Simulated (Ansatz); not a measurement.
`[F][GeH]([Cl])[O][SiH3]`, relaxed with RKS PBE-D4/def2-SVP in Ansatz from a rough embedded geometry. The force threshold is 0.03 eV/Å; the program also tests the step.

The species carries charge 0 and has multiplicity 1.

Start:

```xyz
9

F     1.781   -0.623   -1.231
Ge    1.205    0.607   -0.069
Cl    2.336    2.462   -0.338
O    -0.543    0.846   -0.442
Si   -1.338   -0.523    0.059
H     1.407    0.116    1.405
H    -1.160   -0.796    1.495
H    -0.865   -1.713   -0.726
H    -2.825   -0.376   -0.153
```

| step | energy (eV) | largest force (eV/Å) | largest move (Å) |
| --- | --- | --- | --- |
| 1 | -81710.9314 | 1.641 | 0.000 |
| 2 | -81711.1287 | 0.668 | 0.196 |
| 3 | -81711.1989 | 0.502 | 0.107 |
| 4 | -81711.2423 | 0.553 | 0.200 |
| 5 | -81711.2631 | 0.365 | 0.197 |
| 6 | -81711.2713 | 0.035 | 0.041 |
| 7 | -81711.2720 | 0.008 | 0.032 |
| 8 (rejected) | -81711.2714 | 0.184 | 0.198 |
| 9 | -81711.2736 | 0.039 | 0.097 |
| 10 | -81711.2743 | 0.106 | 0.098 |
| 11 | -81711.2756 | 0.082 | 0.022 |
| 12 | -81711.2789 | 0.041 | 0.097 |
| 13 | -81711.2822 | 0.167 | 0.198 |
| 14 | -81711.2859 | 0.108 | 0.028 |
| 15 | -81711.2913 | 0.052 | 0.072 |
| 16 | -81711.2993 | 0.195 | 0.196 |
| 17 | -81711.3072 | 0.159 | 0.110 |
| 18 | -81711.3150 | 0.151 | 0.127 |
| 19 | -81711.3220 | 0.163 | 0.155 |
| 20 | -81711.3277 | 0.160 | 0.092 |
| 21 | -81711.3323 | 0.163 | 0.142 |
| 22 | -81711.3352 | 0.234 | 0.081 |
| 23 | -81711.3385 | 0.219 | 0.058 |
| 24 | -81711.3422 | 0.151 | 0.069 |
| 25 | -81711.3450 | 0.110 | 0.109 |
| 26 | -81711.3457 | 0.104 | 0.069 |
| 27 | -81711.3464 | 0.116 | 0.014 |
| 28 | -81711.3480 | 0.079 | 0.067 |
| 29 | -81711.3484 | 0.013 | 0.018 |

End:

```xyz
9

F     2.231   -0.882    0.065
Ge    1.414    0.647    0.298
Cl    1.482    1.662   -1.603
O    -0.259    0.289    0.723
Si   -1.468   -0.600   -0.064
H     2.088    1.438    1.427
H    -1.492   -2.005    0.469
H    -1.221   -0.625   -1.547
H    -2.774    0.076    0.231
```

Run time 42 s (4 threads of an Arm Neoverse V1 on a shared host); peak host memory 0.19 GiB.
